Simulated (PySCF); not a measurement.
CH10FNSi3. Atoms are numbered in the order given.

```xyz
16

C      2.9760     0.9412     0.0055
Si     1.7775     0.0206     1.1523
Si    -0.0445    -0.8252    -0.0771
N     -1.0438    -1.8163     0.9746
Si    -1.3720     0.9820    -0.7741
F     -2.7301     0.4334    -1.5391
H      3.3497     0.2676    -0.7914
H      3.8473     1.3277     0.5712
H      2.4719     1.8007    -0.4808
H      2.4815    -1.1264     1.8380
H      1.2682     0.9423     2.2318
H      0.5207    -1.4870    -1.3258
H     -1.9404    -2.1395     0.5981
H     -0.5871    -2.5846     1.4752
H     -1.8204     1.8120     0.3994
H     -0.6231     1.8709    -1.7344
```

The structure is a stationary point at PBE-D3(BJ)/def2-SVP. The structure was generated by enumeration; whether it is a known compound was not checked. One conformer was computed; it need not be the lowest.

Computed with HF/def2-TZVP in PySCF.

ESP charges are fitted to the potential on shells at 1.4 to 2.0 van der Waals radii. Atomic charges (e):

```tsv
atom	Mulliken	ESP fit
C1	-0.50	(withheld)
Si2	0.22	0.53
Si3	0.34	(withheld)
N4	-0.75	-1.10
Si5	0.53	0.58
F6	-0.45	(withheld)
H7	0.13	(withheld)
H8	0.13	(withheld)
H9	0.12	(withheld)
H10	-0.06	(withheld)
H11	-0.04	(withheld)
H12	-0.07	-0.15
H13	0.26	0.43
H14	0.25	0.40
H15	-0.05	-0.12
H16	-0.06	-0.14
```

Problem. Complete the blanks. (The exact figures need the calculation; the answer reports its results.)

Solution. 
- C1, ESP fit: -0.77
- Si3, ESP fit: 0.40
- F6, ESP fit: -0.33
- H7, ESP fit: 0.18
- H8, ESP fit: 0.21
- H9, ESP fit: 0.17
- H10, ESP fit: -0.14
- H11, ESP fit: -0.15

Computed Mayer and Wiberg (Löwdin basis) orders of the bonds:
```tsv
bond	Mayer	Wiberg
C1–Si2	0.95	1.22
Si2–Si3	0.97	1.03
Si3–N4	1.04	1.47
Si3–Si5	0.97	1.06
Si5–F6	0.89	1.56
C1–H7	0.96	0.91
C1–H8	0.96	0.91
C1–H9	0.96	0.91
Si2–H10	0.97	0.93
Si2–H11	0.97	0.93
Si3–H12	0.93	0.91
N4–H13	0.91	0.96
N4–H14	0.92	0.96
Si5–H15	0.95	0.95
Si5–H16	0.95	0.95
```
